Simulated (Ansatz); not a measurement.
`[F][Hf]([I])([I])[I]`, relaxed with RKS PBE0-D4/def2-TZVP in Ansatz 0.2.0 from a PBE-D4/def2-SVP geometry. The force threshold is 0.005 eV/Å; the program also tests the step.

Charge 0, multiplicity 1. Hf, I takes the def2 core potential.

Start:

```xyz
5

F     0.306    1.415   -1.454
Hf    0.021    0.104   -0.108
I     1.311    0.856    2.144
I    -2.629   -0.108    0.381
I     0.991   -2.267   -0.963
```

(1) By how much does the energy fall, and how many steps does the optimiser take? (An estimate is asked.)

(2) Which bonds change most? (Estimate.)

(3) Give the relaxed structure. (An estimate is asked.)

Answers

(1) Computed: 0.01 eV, in 3 steps.

(2) Computed: F1–Hf2 from 1.900 to 1.875 Å; Hf2–I4 from 2.703 to 2.687 Å; Hf2–I3 from 2.702 to 2.687 Å; Hf2–I5 from 2.701 to 2.687 Å.

(3) Ansatz gave: 
```xyz
5

F     0.299    1.391   -1.429
Hf    0.021    0.098   -0.101
I     1.308    0.863    2.130
I    -2.617   -0.100    0.371
I     0.988   -2.253   -0.970
```
